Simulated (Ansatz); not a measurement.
`B/C=C1\O[SiH2]1` + `C=C(S)Cl` → `BSC(=C)Cl` + `C=C1O[SiH2]1` at 700 K and 1 bar (ligand exchange at a B–C bond).

Computed with Ansatz on PBE0-D4/def2-TZVP structures; ΔE is electronic, products minus reactants. CBS: MP2 limit from def2 TZ/QZ plus the TZ coupled-cluster correction, frozen cores. One conformer a species, not always the lowest.

```
          species  CCSD(T)/CBS energy (Eh)  H − E (kJ/mol)  S (J/(mol·K))
`B/C=C1\O[SiH2]1`               -468.09320           239.8          430.3
       `C=C(S)Cl`               -935.43076           166.2          383.9
      `BSC(=C)Cl`               -960.84027           216.9          441.4
   `C=C1O[SiH2]1`               -442.70645           193.3          373.9
```

H − E and S are ideal-gas, rigid-rotor, harmonic terms from PBE0-D4/def2-TZVP, for one conformer and one mirror image of each species. 1 Eh = 2625.50 kJ/mol, R = 8.31446 J/(mol·K).

Q: By hand: ΔE, ΔH, ΔS and ΔG.

A: ΔE = (-960.84027) + (-442.70645) − (-468.09320) − (-935.43076) = -0.02276 Eh = -59.8 kJ/mol. Δ(H − E) = 216.9 + 193.3 − 239.8 − 166.2 = 4.2, so ΔH = -55.6 kJ/mol. ΔS = 441.4 + 373.9 − 430.3 − 383.9 = 1.1 J/(mol·K). ΔG = -55.6 − 700 × (1.1)/1000 = -56.4 kJ/mol.

Q: By hand: the equilibrium constant, and the temperature at which ΔG would vanish if ΔH and ΔS stayed fixed.

A: log₁₀ K = −ΔG/(RT ln 10) = 4.2. ΔH and −TΔS have one sign here, so there is no such temperature. One of them is within its doubt of zero, so this could turn.

The number of gas molecules stays the same, so ΔS is small and ΔH decides. A doubt of 5 kJ/mol in ΔE shifts log₁₀ K by 0.4 here. Other conformers and mirror images would add mixing entropy, several J/(mol·K) or more a flexible species. Modes under 60 cm⁻¹, often nearly free rotors, make the harmonic entropy too high. These are equilibria of isolated gas molecules and say nothing of rates. Largest T1 diagnostic: 0.016 (customary marks: 0.02 for closed shells, 0.045 for open ones).
